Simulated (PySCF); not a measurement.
phosphoric acid cation (H3O4P), SMILES OP(O)(=O)O (connectivity only; charge and spin as stated), charge +1, multiplicity 2. Atoms are numbered in the order given.

```xyz
8

O      0.8212     0.0945     1.3167
P      0.0235     0.0153    -0.0085
O      1.0722    -0.2734    -1.1620
O     -0.9581    -1.1908    -0.1476
O     -0.7987     1.3244    -0.1259
H      0.5926     0.7532     1.9972
H     -0.6467    -2.1087    -0.0376
H     -1.3917     1.4881    -0.8810
```
Charge +1, spin multiplicity 2.

Geometry: PBE0-D3(BJ)/def2-SVP. The spin state was assumed, not searched. One conformer was computed; it need not be the lowest.

Computed with PBE/def2-TZVP (PySCF).

ESP charges are fitted to the potential on shells at 1.4 to 2.0 van der Waals radii. Atomic charges (e):

| atom | Löwdin | Mulliken | ESP fit | meta-Löwdin | Mulliken spin |
|---|---|---|---|---|---|
| O1 | 0.03 | -0.30 | -0.41 | -0.59 | 0.06 |
| P2 | 0.13 | 0.84 | 0.89 | 1.86 | -0.03 |
| O3 | 0.08 | -0.11 | -0.12 | -0.36 | 0.81 |
| O4 | 0.05 | -0.28 | -0.41 | -0.56 | 0.16 |
| O5 | 0.01 | -0.33 | -0.44 | -0.61 | 0.01 |
| H6 | 0.23 | 0.39 | 0.50 | 0.42 | 0.00 |
| H7 | 0.24 | 0.40 | 0.50 | 0.42 | 0.00 |
| H8 | 0.23 | 0.39 | 0.49 | 0.42 | 0.00 |

Question: Give the Mayer and Wiberg (Löwdin basis) orders of the bonds. (Estimate from the structure and the level; the computed values follow.)

Answer: 
```tsv
bond	Mayer	Wiberg
O1–P2	1.42	1.80
P2–O3	1.43	1.84
P2–O4	1.35	1.75
P2–O5	1.42	1.80
O1–H6	0.81	0.96
O4–H7	0.81	0.96
O5–H8	0.81	0.97
```
